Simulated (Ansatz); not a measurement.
W₄⁻, relaxed as a quartet with UKS PBE0-D4/def2-SVPD in Ansatz, starting from the PBE0-D4/def2-SVPD geometry of the charge -1 doublet. Force threshold 0.02 eV/Å.

In the def2 sets W takes a core potential; there is no spin–orbit coupling. The charge -1 quartet is spin-contaminated (final ⟨S²⟩ up to 4.92, 3.75 for a pure state). The structure comes from a short search, and lower isomers may exist.

Start:

```xyz
4

W     0.337   -1.335    0.158
W     0.626    0.364    1.740
W    -0.633   -0.365   -1.737
W    -0.330    1.337   -0.161
```

| step | energy (eV) | largest force component (eV/Å) | SCF passes |
| --- | --- | --- | --- |
| 1 | -7296.6221 | 1.131 | 89 |
| 2 (rejected) | -7295.9038 | 4.055 | 48 |
| 3 | -7296.7288 | 0.925 | 44 |
| 4 | -7296.7816 | 0.050 | 37 |
| 5 | -7296.7817 | 0.016 | 45 |

Force components are those of the run's own axes.

End:

```tsv
atom	x (Å)	y (Å)	z (Å)
W1	0.322	-1.279	0.152
W2	0.644	0.375	1.789
W3	-0.650	-0.376	-1.787
W4	-0.317	1.280	-0.154
```

By distances, no bond broke or formed. The bond that changes most is W1–W4, from 2.77 to 2.66 Å (atoms count from 1).

No frequencies were taken in this run, so the end may be a saddle point.

Run time 34 s (4 threads of Arm Neoverse V1 on a shared host).
